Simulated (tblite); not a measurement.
Start geometry of `CCC[Si@]1(N)CCN1C` from a force field or distance geometry (Å):
```
atom  x, y, z in Å
C1     2.6938    0.7454    0.4130
C2     2.5315   -0.7143    0.1102
C3     1.2818   -0.9954   -0.6984
Si4   -0.2595   -0.4366    0.1850
N5    -0.0937   -0.1617    1.9364
C6    -1.7381   -1.4434   -0.2943
C7    -2.3924   -0.1812   -0.8529
N8    -1.2701    0.7334   -0.6808
C9    -1.6107    1.9062    0.0850
H10    2.4543    0.9256    1.4949
H11    1.9326    1.3192   -0.1750
H12    3.6809    1.1096    0.1334
H13    3.4207   -1.0158   -0.4602
H14    2.5250   -1.3476    1.0288
H15    1.3705   -0.4265   -1.6674
H16    1.2199   -2.0898   -0.8328
H17   -0.1326   -1.0606    2.4531
H18   -0.8300    0.4894    2.2432
H19   -1.5004   -2.1723   -1.0570
H20   -2.3051   -1.8394    0.5944
H21   -3.2274    0.1375   -0.1733
H22   -2.7131   -0.2860   -1.9209
H23   -0.6972    2.5528    0.2841
H24   -2.0372    1.6751    1.0836
H25   -2.3145    2.6005   -0.4443
```

Problem. What comes out of this run: GFN2-xTB geometry optimisation, gas phase in tblite 0.8.0?

Solution. 
```
atom  x, y, z in Å
C1     2.4436    0.9881    0.3546
C2     2.5092   -0.5086    0.0929
C3     1.2549   -1.0359   -0.5950
Si4   -0.3632   -0.7025    0.3510
N5    -0.0142   -0.7565    2.0409
C6    -1.9750   -1.5141   -0.2932
C7    -2.5215   -0.1073   -0.5401
N8    -1.3581    0.6315   -0.0900
C9    -1.3157    2.0595   -0.1755
H10    1.6283    1.2089    1.0377
H11    2.2740    1.5271   -0.5745
H12    3.3739    1.3424    0.7942
H13    3.3806   -0.7251   -0.5327
H14    2.6511   -1.0319    1.0405
H15    1.1853   -0.5891   -1.5873
H16    1.3706   -2.1097   -0.7474
H17    0.7742   -1.2751    2.3869
H18   -0.7644   -0.7487    2.7121
H19   -1.9137   -2.1088   -1.1977
H20   -2.5538   -2.0690    0.4373
H21   -3.4087    0.1318    0.0589
H22   -2.7540    0.0955   -1.5917
H23   -0.3594    2.4162    0.1985
H24   -2.1181    2.5105    0.4210
H25   -1.4369    2.3948   -1.2136
```

The energy falls by 104.5 kJ/mol over 148 L-BFGS steps, the largest force on an atom goes from 1.91 to 0.009 eV/Å, and the atoms move by 0.618 Å rms after alignment. The bond that changes most is Si4–C6 (four-coordinate silicon to sp3 carbon bound to silicon), which lengthens by 0.064 Å. Bonds longer at the end by more than 0.005 Å: 4 of 25; shorter: 17. Among the angles that change most is Si4–N8–C9, from 114.4° to 140.5°. Among the dihedrals that turn most is Si4–N8–C9–H24, from -51° to -123°. Rotational constants go from 2148, 965.1, 872.6 to 1940, 998.2, 852.2 MHz. The orientation of the end geometry is arbitrary; only internal coordinates are fixed.

On one thread of an Arm Neoverse N1, shared host with 64 logical CPUs at a one-minute load of 53, this took 2.4 s wall.

Its GFN2-xTB frequencies are all real (lowest 43 cm⁻¹). One conformer, not necessarily the lowest. 3 starts were optimised and ended at 0.00, 0.41 and 1.03 kcal/mol (GFN2-xTB); the lowest of these is shown.

These are computed values.
